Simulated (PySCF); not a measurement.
A run that did not reach its result, on `C(=C)/C=C(\B(F)F)CF` (driver script around PySCF, density fitting, GFN2-xTB geometry as the base; each input is a line of settings and coordinates in Å).

Command:
```bash
OMP_NUM_THREADS=1 python probes_run.py task.json out
```
Input:
```
{"job": {"kind": "uv", "xc": "HF", "basis": "def2-SVPD", "nstates": 25, "ntriplets": 0, "tda": true, "scf": {"max_cycle": 80}}, "charge": 1, "multiplicity": 1}
C      2.865363     0.130702    -0.101402
C      1.603483     0.526469    -0.264014
C      0.495129    -0.386970    -0.164178
C     -0.812937    -0.080796    -0.300005
C     -1.829942    -1.189944    -0.168758
F     -2.580294    -1.012635     0.973877
B     -1.404334     1.337294    -0.550049
F     -2.662802     1.501441    -0.909543
F     -0.734432     2.471403    -0.453582
H      3.689413     0.819303    -0.168662
H      3.114478    -0.896889     0.109881
H      1.380329     1.561065    -0.471884
H      0.768644    -1.420581     0.023717
H     -2.538272    -1.178606    -1.004290
H     -1.358241    -2.173267    -0.078676
```

Output:
```
RuntimeError: Electron number 67 and spin 0 are not consistent
Note mol.spin = 2S = Nalpha - Nbeta, not 2S+1
```

Question: Diagnose the run.

Answer: 67 electrons can't have multiplicity 1: an even count needs an odd multiplicity, an odd count an even one. Mend the charge or the multiplicity. The run gave no result.

The values belong to the conformer `[CH2:1]=[CH:2]/[CH:3]=[C:4](/[CH2:5][F:6])[B:7]([F:8])[F:9]`: C1–C2–C3–C4 179°, C3–C4–C5–F6 112°, C3–C4–B7–F8 167°.
